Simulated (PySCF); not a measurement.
An excited-state job on `C#CCN(C)B[AsH2]`.

Computed with TDDFT wB97X-D/def2-SVPD, vertical, gas phase, core orbitals frozen in the response (PySCF 2.14.0, density-fitted response routines). Geometry: GFN2-xTB. The input is one job of a driver script: a line of settings, then coordinates in Å.

Input:
```
{"job": {"kind": "uv", "xc": "wB97X-D", "basis": "def2-SVPD", "nstates": 8, "ntriplets": 3}, "charge": 0, "multiplicity": 1}
C      2.636143     0.689076     1.034511
C      1.784081     0.504654     0.214588
C      0.705297     0.233531    -0.721204
N     -0.376602    -0.507119    -0.090067
C     -0.017932    -1.893911     0.120161
B     -1.572490     0.058561     0.306000
As    -1.993230     2.017794    -0.010169
H      3.398900     0.874591     1.730520
H      0.319737     1.188680    -1.100656
H      1.102147    -0.343053    -1.568928
H      0.155277    -2.394600    -0.838804
H     -0.818886    -2.409046     0.643505
H      0.897658    -1.964479     0.715026
H     -2.366907    -0.662905     0.791380
H     -0.894718     2.502609     0.900703
H     -2.966075     2.114559     1.129509
```

Task: Estimate the output.

Result: 
```
coarse grid: 60600 points
cycle   1  E = -2472.7725027266  dE =  1.871e-01  |g| = 3.677e-01  |ddm| = 9.438e+00
cycle   2  E = -2472.7971171879  dE = -2.461e-02  |g| = 2.437e-01  |ddm| = 1.798e+00
cycle   3  E = -2472.8082070928  dE = -1.109e-02  |g| = 6.920e-02  |ddm| = 7.477e-01
cycle   4  E = -2472.8091422692  dE = -9.352e-04  |g| = 3.626e-02  |ddm| = 1.939e-01
cycle   5  E = -2472.8094663448  dE = -3.241e-04  |g| = 7.412e-03  |ddm| = 1.274e-01
cycle   6  E = -2472.8094799862  dE = -1.364e-05  |g| = 2.587e-03  |ddm| = 2.728e-02
cycle   7  E = -2472.8094818912  dE = -1.905e-06  |g| = 8.271e-04  |ddm| = 8.924e-03
final grid: 128456 points
cycle   8  E = -2472.8096194633  dE = -1.825e-06  |g| = 1.073e-03  |ddm| = 1.758e-02
cycle   9  E = -2472.8096194429  dE =  2.049e-08  |g| = 1.210e-03  |ddm| = 4.862e-03
cycle  10  E = -2472.8096197647  dE = -3.218e-07  |g| = 1.423e-04  |ddm| = 1.542e-03
cycle  11  E = -2472.8096197698  dE = -5.084e-09  |g| = 6.963e-05  |ddm| = 5.595e-04
cycle  12  E = -2472.8096197713  dE = -1.497e-09  |g| = 2.891e-05  |ddm| = 2.354e-04
cycle  13  E = -2472.8096197715  dE = -2.683e-10  |g| = 6.554e-06  |ddm| = 9.642e-05
converged SCF energy = -2472.8096197715

Static polarisability (au): isotropic 100.733, principal 83.744 99.225 119.231

Singlet excitations
state   eV       nm        f      main configurations
  1   5.6564    219.2   0.03996   H->L 0.79
  2   6.3830    194.2   0.06889   H->L+2 0.40, H->L+1 0.35, H->L 0.10
  3   6.5824    188.4   0.00245   H-2->L+2 0.27, H-2->L+3 0.15, H-2->L 0.11
  4   6.6866    185.4   0.15637   H->L+1 0.35, H->L+2 0.29, H->L+5 0.09
  5   6.8702    180.5   0.08640   H-1->L 0.40, H-3->L+3 0.08
  6   7.0137    176.8   0.09610   H-1->L 0.23, H-3->L+2 0.17, H-2->L+3 0.10
  7   7.0653    175.5   0.02658   H-3->L+3 0.25, H-3->L+6 0.12, H-3->L+2 0.08
  8   7.3552    168.6   0.08708   H->L+8 0.17, H-4->L 0.14, H->L+3 0.14

Triplet excitations (Tamm-Dancoff, eV): 5.0021 5.5572 5.5659
```

The SCF starts on a coarse grid where the log names one; the energy can jump when the final grid takes over, and dE then counts from the start density on the new grid. H and L stand for HOMO and LUMO; the number after each pair is its weight.

Task: Give S1 in cm⁻¹ and kJ/mol.

Result: 5.6564 eV × 8065.54 = 45622 cm⁻¹; × 96.485 = 545.8 kJ/mol.

Main results: HOMO -8.70 eV, LUMO 1.51 eV; lowest singlet 5.66 eV; lowest triplet 5.00 eV (Tamm–Dancoff); mean polarisability 100.7 au.

 The wB97X-D/def2-SVPD calculation is non-relativistic and has no spin–orbit coupling, an omission that weighs most on arsenic.

Time: 66 s of wall time. Hardware: an Arm Neoverse V1 with one thread (shared host).

One conformer stands for the species.
Labels such as C1 count atoms from 1, the log's own numbers from 0.

wB97X-D is run here without its empirical dispersion term; that term would change no orbital, density or response property at a fixed geometry.
